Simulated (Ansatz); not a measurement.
`[AlH2][C]1(Cl)BO1` + HCl → `ClC1(Cl)BO1` + `[AlH3]` at 600 K and 1 bar (substitution at a C–Al bond).

Computed with Ansatz on PBE0-D4/def2-TZVP structures; ΔE is electronic, products minus reactants. CCSD(T)/CBS adds triple-zeta CCSD(T) − MP2 to the extrapolated MP2 energy (def2 sets, frozen cores). This one scheme is used for every species.

| species | CCSD(T)/CBS energy (Eh) | H − E (kJ/mol) | S (J/(mol·K)) |
| --- | --- | --- | --- |
| `[AlH2][C]1(Cl)BO1` | -841.58076 | 151.4 | 427.7 |
| HCl | -460.38127 | 35.4 | 207.2 |
| `ClC1(Cl)BO1` | -1058.15080 | 106.5 | 371.9 |
| `[AlH3]` | -243.78045 | 74.2 | 242.3 |

H − E and S are ideal-gas, rigid-rotor, harmonic terms from PBE0-D4/def2-TZVP, for one conformer and one mirror image of each species. 1 Eh = 2625.50 kJ/mol, R = 8.31446 J/(mol·K).

**Question.** By hand: ΔE, ΔH, ΔS and ΔG.

**Answer.** ΔE = (-1058.15080) + (-243.78045) − (-841.58076) − (-460.38127) = 0.03078 Eh = 80.8 kJ/mol. Δ(H − E) = 106.5 + 74.2 − 151.4 − 35.4 = -6.1, so ΔH = 74.7 kJ/mol. ΔS = 371.9 + 242.3 − 427.7 − 207.2 = -20.7 J/(mol·K). ΔG = 74.7 − 600 × (-20.7)/1000 = 87.1 kJ/mol.

**Question.** By hand: the equilibrium constant, and the temperature at which ΔG would vanish if ΔH and ΔS stayed fixed.

**Answer.** log₁₀ K = −ΔG/(RT ln 10) = -7.6. ΔH and −TΔS have one sign here, so there is no such temperature.

ΔH outweighs TΔS. A doubt of 5 kJ/mol in ΔE shifts log₁₀ K by 0.4 here. Other conformers and mirror images would add mixing entropy, several J/(mol·K) or more a flexible species. These are equilibria of isolated gas molecules and say nothing of rates. Largest T1 diagnostic: 0.015 (customary marks: 0.02 for closed shells, 0.045 for open ones).
